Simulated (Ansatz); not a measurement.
`BC(=C)[SiH2]C` + `[SH][GaH2]` → `C[SiH2][S][GaH2]` + `BC=C` at 500 K and 1 bar (ligand exchange at the Si–C bond).

Calculated with Ansatz (gas phase, PBE0-D4/def2-TZVP geometries, no zero-point term in ΔE). CCSD(T)/CBS adds triple-zeta CCSD(T) − MP2 to the extrapolated MP2 energy (def2 sets, frozen cores). For Ga outer-core shells are correlated without core-valence functions, which leaves a few kJ/mol of doubt a bond. Scalar relativity is left out up to krypton. One conformer a species, not always the lowest.

```csv
species,CCSD(T)/CBS energy (Eh),H − E (kJ/mol),S (J/(mol·K))
`BC(=C)[SiH2]C`,-433.41862,335.5,437.7
`[SH][GaH2]`,-2323.53734,87.2,313.7
`C[SiH2][S][GaH2]`,-2653.11950,235.2,445.0
`BC=C`,-103.86193,194.0,304.9
```

H − E and S are ideal-gas, rigid-rotor, harmonic terms from PBE0-D4/def2-TZVP, for one conformer and one mirror image of each species. 1 Eh = 2625.50 kJ/mol, R = 8.31446 J/(mol·K).

Q: By hand: ΔE, ΔH, ΔS and ΔG.

A: ΔE = (-2653.11950) + (-103.86193) − (-433.41862) − (-2323.53734) = -0.02547 Eh = -66.9 kJ/mol. Δ(H − E) = 235.2 + 194.0 − 335.5 − 87.2 = 6.5, so ΔH = -60.4 kJ/mol. ΔS = 445.0 + 304.9 − 437.7 − 313.7 = -1.5 J/(mol·K). ΔG = -60.4 − 500 × (-1.5)/1000 = -59.6 kJ/mol.

Q: By hand: the equilibrium constant, and the temperature at which ΔG would vanish if ΔH and ΔS stayed fixed.

A: log₁₀ K = −ΔG/(RT ln 10) = 6.2. ΔG = 0 at ΔH/ΔS = 40267 K, far beyond where these terms or the molecules hold.

The number of gas molecules stays the same, so ΔS is small and ΔH decides. A doubt of 5 kJ/mol in ΔE shifts log₁₀ K by 0.5 here. Other conformers and mirror images would add mixing entropy, several J/(mol·K) or more a flexible species. Modes under 60 cm⁻¹, often nearly free rotors, make the harmonic entropy too high. These are equilibria of isolated gas molecules and say nothing of rates. Largest T1 diagnostic: 0.013 (customary marks: 0.02 for closed shells, 0.045 for open ones).
